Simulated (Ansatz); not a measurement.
Co5O4⁺. The state is a singlet with charge 1. Geometry PBE-D4/def2-SVP.

```xyz
9

Co   -0.551    0.023    1.668
Co    0.222   -1.744    0.048
Co    1.295    0.374    0.211
Co   -0.712    1.603   -0.130
Co    0.056   -0.168   -1.748
O    -1.211    0.936   -1.597
O     1.477   -0.991   -1.004
O    -0.951   -1.560    1.246
O     0.375    1.527    1.306
```

The 6-31G sets use Cartesian d functions. B3LYP takes the VWN-RPA correlation. The restricted singlet is unstable towards broken spin symmetry in Hartree–Fock (as tested in another run); at HF/STO-3G, HF/6-31G, PBE-D4/def2-SVP, B3LYP-D4/6-31G and others this wasn't settled. At PBE-D4/def2-SVP an occupied level of the charge 1 singlet lies above an empty one (by up to 0.17 eV), so this SCF solution is probably not the lowest. The geometry of the singlet was relaxed on an unsound state (an occupied level 0.09 eV above an empty one). At PBE0-D4/def2-TZVP a triplet of charge 1 lies 9.28 eV below the restricted singlet, each at its own geometry. That triplet is doubtful there (⟨S²⟩ 7.82, where a pure state has 2.00). The structure comes from a short search, and lower isomers may exist.

Task: Estimate the orbital energies around the gap (eV) in Ansatz with HF/STO-3G, HF/6-31G, PBE-D4/def2-SVP, B3LYP-D4/6-31G, PBE0-D4/def2-TZVP.

Result: 
```json
{"orbital": "HOMO−9", "HF/STO-3G": "-17.81", "HF/6-31G": "-18.50", "PBE-D4/def2-SVP": "-10.44", "B3LYP-D4/6-31G": "-12.21", "PBE0-D4/def2-TZVP": "-12.89"}
{"orbital": "HOMO−8", "HF/STO-3G": "-17.38", "HF/6-31G": "-18.41", "PBE-D4/def2-SVP": "-10.41", "B3LYP-D4/6-31G": "-12.16", "PBE0-D4/def2-TZVP": "-12.71"}
{"orbital": "HOMO−7", "HF/STO-3G": "-16.78", "HF/6-31G": "-18.04", "PBE-D4/def2-SVP": "-10.23", "B3LYP-D4/6-31G": "-12.06", "PBE0-D4/def2-TZVP": "-12.65"}
{"orbital": "HOMO−6", "HF/STO-3G": "-15.85", "HF/6-31G": "-17.32", "PBE-D4/def2-SVP": "-10.19", "B3LYP-D4/6-31G": "-12.01", "PBE0-D4/def2-TZVP": "-12.57"}
{"orbital": "HOMO−5", "HF/STO-3G": "-15.84", "HF/6-31G": "-16.94", "PBE-D4/def2-SVP": "-10.16", "B3LYP-D4/6-31G": "-11.77", "PBE0-D4/def2-TZVP": "-12.35"}
{"orbital": "HOMO−4", "HF/STO-3G": "-15.16", "HF/6-31G": "-16.90", "PBE-D4/def2-SVP": "-10.10", "B3LYP-D4/6-31G": "-11.72", "PBE0-D4/def2-TZVP": "-12.26"}
{"orbital": "HOMO−3", "HF/STO-3G": "-14.87", "HF/6-31G": "-16.69", "PBE-D4/def2-SVP": "-9.94", "B3LYP-D4/6-31G": "-11.54", "PBE0-D4/def2-TZVP": "-12.10"}
{"orbital": "HOMO−2", "HF/STO-3G": "-13.56", "HF/6-31G": "-15.74", "PBE-D4/def2-SVP": "-9.90", "B3LYP-D4/6-31G": "-11.33", "PBE0-D4/def2-TZVP": "-11.86"}
{"orbital": "HOMO−1", "HF/STO-3G": "-10.72", "HF/6-31G": "-14.92", "PBE-D4/def2-SVP": "-9.74", "B3LYP-D4/6-31G": "-11.03", "PBE0-D4/def2-TZVP": "-11.52"}
{"orbital": "HOMO", "HF/STO-3G": "-8.90", "HF/6-31G": "-14.13", "PBE-D4/def2-SVP": "-9.63", "B3LYP-D4/6-31G": "-10.78", "PBE0-D4/def2-TZVP": "-11.21"}
{"orbital": "LUMO", "HF/STO-3G": "-3.45", "HF/6-31G": "-5.61", "PBE-D4/def2-SVP": "-9.80", "B3LYP-D4/6-31G": "-9.20", "PBE0-D4/def2-TZVP": "-9.24"}
{"orbital": "LUMO+1", "HF/STO-3G": "-3.25", "HF/6-31G": "-5.43", "PBE-D4/def2-SVP": "-9.42", "B3LYP-D4/6-31G": "-8.87", "PBE0-D4/def2-TZVP": "-8.85"}
{"orbital": "LUMO+2", "HF/STO-3G": "-2.45", "HF/6-31G": "-3.06", "PBE-D4/def2-SVP": "-9.16", "B3LYP-D4/6-31G": "-8.85", "PBE0-D4/def2-TZVP": "-8.82"}
{"orbital": "LUMO+3", "HF/STO-3G": "-2.02", "HF/6-31G": "-2.19", "PBE-D4/def2-SVP": "-9.12", "B3LYP-D4/6-31G": "-8.78", "PBE0-D4/def2-TZVP": "-8.64"}
{"orbital": "LUMO+4", "HF/STO-3G": "-1.66", "HF/6-31G": "-1.98", "PBE-D4/def2-SVP": "-9.01", "B3LYP-D4/6-31G": "-8.35", "PBE0-D4/def2-TZVP": "-8.21"}
{"orbital": "LUMO+5", "HF/STO-3G": "-1.14", "HF/6-31G": "-1.95", "PBE-D4/def2-SVP": "-8.80", "B3LYP-D4/6-31G": "-8.08", "PBE0-D4/def2-TZVP": "-7.96"}
```
